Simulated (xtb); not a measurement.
sulfur difluoride (F2S), singlet, at a GFN2-xTB geometry, atoms displaced at random by about 0.02 Å a coordinate. Base run: xtb 6.7.1 with GFN1-xTB.

The xtb input:
```
$ xtb mol.xyz --gfn 1 --opt --json

# file mol.xyz
3

F     -1.20644576    -0.52996889    -0.01635500
S     -0.02917073     0.56652634    -0.03842911
F      1.25136730    -0.49453903    -0.01211375
```

Variants of this job, named by their change:

```tsv
change	ΔE vs base (µEh)	optimiser steps
base	0.0	5
opt level = vtight	-0.2	7
opt level = tight	-0.2	6
alpb = benzene	[?]	5
opt level = crude	6.7	3
opt level = loose	1.0	4
opt level = extreme	-0.2	7
engine = lbfgs	0.0	-
engine = inertial	3.5	-
opt level = sloppy	1.0	4
```

### Question
What belongs in the gaps?

### Answer

- alpb = benzene, ΔE vs base (µEh): -1456
